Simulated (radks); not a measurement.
Initial-state core-level shifts of the magnesium ion Mg+ when its valence configuration changes from [Ne] 3s1. All-electron calculation, non-relativistic Kohn-Sham, BLYP, spin-unpolarised, spherical densities, point nucleus. Program: a radial shooting solver on a logarithmic mesh with Libxc functionals. Shifts are changes of the shell-averaged eigenvalues in eV (positive: less bound); the change of the density at the nucleus, which sets a Mossbauer isomer shift, is in e/bohr^3, on a base of 1097.

valence,1s,2s,2p,density at nucleus
3s0.5 3p0.5,-0.908,-0.896,-0.887,-1.0466
3p1,-1.784,-1.761,-1.743,-2.1549
